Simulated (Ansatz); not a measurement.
Na8Cl8 (started as a model of: (NaCl)8 cage of four- and six-membered rings). The state is a triplet with charge 0. Geometry PBE-D4/def2-SVP, that of the neutral singlet; atoms count from 1.

```tsv
atom	x (Å)	y (Å)	z (Å)
Na1	-2.4980	-2.8632	1.5936
Cl2	-2.1706	-3.6920	-0.8678
Na3	0.2974	-4.0990	0.0207
Cl4	-0.1153	-3.5422	2.5482
Na5	0.4062	-0.9589	2.3598
Cl6	-2.0985	-0.2755	1.6269
Na7	-1.6059	1.9859	0.3883
Cl8	-1.1223	1.1785	-2.1457
Na9	-1.1784	-1.4240	-1.7986
Cl10	1.3719	-2.0118	-1.1273
Na11	2.3608	0.4072	-0.9328
Cl12	1.8309	1.1155	1.6195
Cl13	-0.4507	4.3401	0.0940
Na14	0.2418	3.4042	-2.2924
Cl15	2.7540	2.8798	-1.7676
Na16	1.9769	3.5554	0.6811
```

At PBE0-D4/def2-SVP a singlet of charge 0 lies 6.25 eV below the triplet at the same geometry.

Question: Estimate the Mulliken populations from the PBE0/def2-SVP orbitals of Ansatz.

Answer: 
```json
{"atom": "Na1", "charge (e)": "0.47", "spin (α − β)": "0.04"}
{"atom": "Cl2", "charge (e)": "-0.46", "spin (α − β)": "0.04"}
{"atom": "Na3", "charge (e)": "0.47", "spin (α − β)": "0.04"}
{"atom": "Cl4", "charge (e)": "-0.46", "spin (α − β)": "0.04"}
{"atom": "Na5", "charge (e)": "0.43", "spin (α − β)": "0.07"}
{"atom": "Cl6", "charge (e)": "-0.42", "spin (α − β)": "0.09"}
{"atom": "Na7", "charge (e)": "0.36", "spin (α − β)": "0.14"}
{"atom": "Cl8", "charge (e)": "-0.35", "spin (α − β)": "0.20"}
{"atom": "Na9", "charge (e)": "0.43", "spin (α − β)": "0.07"}
{"atom": "Cl10", "charge (e)": "-0.42", "spin (α − β)": "0.09"}
{"atom": "Na11", "charge (e)": "0.36", "spin (α − β)": "0.14"}
{"atom": "Cl12", "charge (e)": "-0.35", "spin (α − β)": "0.20"}
{"atom": "Cl13", "charge (e)": "-0.36", "spin (α − β)": "0.18"}
{"atom": "Na14", "charge (e)": "0.33", "spin (α − β)": "0.23"}
{"atom": "Cl15", "charge (e)": "-0.36", "spin (α − β)": "0.19"}
{"atom": "Na16", "charge (e)": "0.32", "spin (α − β)": "0.24"}
```
Mulliken values depend strongly on the basis.

Question: Where does the spin sit?

Answer: Summed by element: Na 0.98, Cl 1.02, of 2 unpaired in all. Largest on single atoms: Na16 0.24, Na14 0.23, Cl12 0.20.

Question: And the Mayer bond orders between heavy atoms (over 0.3)?

Answer: Na1–Cl2 0.32 (2.62 Å); Na1–Cl4 0.31 (2.66 Å); Cl2–Na3 0.31 (2.65 Å); Cl2–Na9 0.31 (2.64 Å); Na3–Cl4 0.32 (2.62 Å); Cl4–Na5 0.31 (2.64 Å).
